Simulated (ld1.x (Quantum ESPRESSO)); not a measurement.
Plane-wave convergence, TM potential for cobalt

* Element: cobalt
* Generator: ld1.x (Quantum ESPRESSO) 7.5
* Type: norm-conserving Troullier–Martins (Kleinman–Bylander form)
* Functional: PBE
* Relativity: scalar-relativistic
* Frozen core: [Ne] 3s2
* Valence charge: 15
* Reference configuration: 3p6 3d7 4s0 4p0 (charge +2)
* Partial waves: 4s (bound, empty): rc 2.00 bohr; 3p (bound): rc 0.95 bohr; 3d (bound): rc 1.15 bohr
* Local potential: all-electron potential smoothed inside 1.30 bohr (lloc = -2)
* Core correction: a·sin(br)/r model core, default radius (core density twice the valence density)

The pseudo-atom Hamiltonian at the reference potential is diagonalised in spherical Bessel functions j_l(qr) that vanish at 20 bohr, with q² up to the cutoff. All-electron valence levels (Ry): 4s -1.5387, 3p -6.2277, 4p -1.0784, 3d -1.9892.

How do the lowest levels (Ry) of each channel move with the cutoff, and are there ghosts?

| cutoff (Ry) | s #1 | p #1 | p #2 | d #1 | f #1 | f #2 | Σ f·Δε (mRy) |
| --- | --- | --- | --- | --- | --- | --- | --- |
| 8 | -1.5305 | -2.8113 | -0.7342 | -0.6856 | -0.2720 | -0.1547 | 29623.1 |
| 18 | -1.5370 | -4.6069 | -0.9313 | -0.7555 | -0.2722 | -0.1550 | 18360.2 |
| 35 | -1.5386 | -5.9596 | -1.0491 | -0.8453 | -0.2722 | -0.1550 | 9615.2 |
| 55 | -1.5387 | -6.2070 | -1.0678 | -1.0807 | -0.2722 | -0.1550 | 6483.8 |
| 80 | -1.5387 | -6.2238 | -1.0688 | -1.5334 | -0.2722 | -0.1550 | 3213.3 |
| 120 | -1.5387 | -6.2266 | -1.0690 | -1.9417 | -0.2722 | -0.1550 | 338.6 |
| 200 | -1.5387 | -6.2277 | -1.0691 | -1.9889 | -0.2722 | -0.1550 | 2.0 |
| 350 | -1.5387 | -6.2278 | -1.0691 | -1.9891 | -0.2722 | -0.1550 | 0.1 |
| 400 | -1.5387 | -6.2278 | -1.0691 | -1.9891 | -0.2722 | -0.1550 | 0.0 |

Result: ghost state, extra bound levels that the all-electron valence spectrum of the same l lacks: s at -11.1 eV (a true bound ghost makes a file unfit for plane-wave use); 10 mRy is reached at 180 Ry and 1 mRy at 260 Ry.

1 of 7 tests not solved or not reliable.
